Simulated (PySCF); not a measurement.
A structure optimised at PBE-D3(BJ)/def2-SVP, used in a PySCF frequency run:

```xyz
12

F      1.9053    -0.5365    -0.4805
C      1.3398     0.2475     0.4346
F      2.1521     0.4105     1.4716
C      0.1225     0.7981     0.3169
C     -0.7946     0.5698    -0.8474
Si    -2.2162    -0.6285    -0.4106
H     -0.2102     1.4163     1.1639
H     -1.2458     1.5267    -1.1878
H     -0.2425     0.1484    -1.7125
H     -2.9822    -0.0990     0.7722
H     -3.1623    -0.7743    -1.5740
H     -1.6539    -1.9780    -0.0574
```
Charge 0, spin multiplicity 1.

Problem. Write its SMILES and formula.

Solution. FC(F)=CC[SiH3], C3H6F2Si

Problem. What are its rotational constants (standard atomic weights)?

Solution. 6.2859, 1.2447, 1.1756 GHz
